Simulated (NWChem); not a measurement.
# BH$_{3}$SeO$_{2}$; SMILES OB(O)[SeH]

```xyz
7

B      0.0026    -0.9724     0.0000
O      1.1545    -1.6967     0.0000
H      1.9634    -1.1783     0.0000
O     -1.1906    -1.6108     0.0000
H     -1.0753    -2.5688     0.0000
Se     0.0243     0.9990     0.0000
H     -1.4393     1.1044     0.0000
```
Atoms are numbered in this order, from 1.

All runs: NWChem. The geometry was optimised at PBE0/def2-SVP. Ions are spin-unrestricted doublets at the neutral geometry; other ion states weren't tried.

For level PBE/def2-SVP:

vertical ionisation energy, ΔSCF (eV): 9.22
−ε(HOMO) (eV): 5.65

Estimate the same quantities for level LRC-wPBEh/def2-SVP.


- vertical ionisation energy, ΔSCF (eV): 9.42
- −ε(HOMO) (eV): 8.75
